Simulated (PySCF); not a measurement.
Ga(Me)2(NCO) (C3H6GaNO), SMILES [CH3][Ga]([CH3])[N]=C=O.

The structure is a stationary point at PBE0-D3(BJ)/def2-SVP. One conformer was computed; it need not be the lowest.

Level of theory: IEF-PCM-B3LYP/def2-SVP in PySCF.

The values are the electrostatic part of the solvation free energy, E(continuum) − E(gas) at the gas-phase geometry, in a cavity of scaled van der Waals radii (PySCF's table); cavitation and dispersion terms are not included. A continuum can't describe solvent molecules that bind to the metal. In vacuum the orbital gap is 6.04 eV. The dipole moment in vacuum is 3.72 D.

Task: Estimate the values in water (ε = 78.36), 1-octanol (ε = 9.86), cyclohexanone (ε = 15.62). (The exact figures need the calculation; the answer reports its results.)

Result: 
```
solvent            ε  ΔG(elec) (kcal/mol)  dipole (D)  gap (eV)
-------------  -----  -------------------  ----------  --------
water          78.36                 -4.8        4.69      6.39
1-octanol       9.86                 -4.1        4.57      6.35
cyclohexanone  15.62                 -4.4        4.62      6.37
```
